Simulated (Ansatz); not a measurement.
CH4BF (SMILES CBF) moved off its minimum; all values from Ansatz (a program for electronic structure), cores frozen in correlated methods.
(charge 0, multiplicity 1)
```xyz
7

B     -0.2830    -0.5491     0.2068
H     -0.9018    -1.5581     0.2824
F      1.0174    -0.3916     0.7581
C     -0.7597     0.5960    -0.7797
H     -1.6043     1.1297    -0.4302
H     -0.8782     0.3831    -1.8793
H      0.0320     1.5251    -0.9465
```

Problem. Give the forces (eV/Å), the total energy and the dipole at CCSD(T)/cc-pVTZ.

Solution. 
```csv
atom,Fx,Fy,Fz
B1,2.991,1.078,-0.760
H2,0.171,-0.171,0.688
F3,-3.083,-0.706,-0.764
C4,3.135,2.466,-1.620
H5,-1.370,0.280,0.273
H6,-0.414,-0.623,1.180
H7,-1.430,-2.324,1.002
```
Energy -164.9895 hartree, dipole 1.53 D.
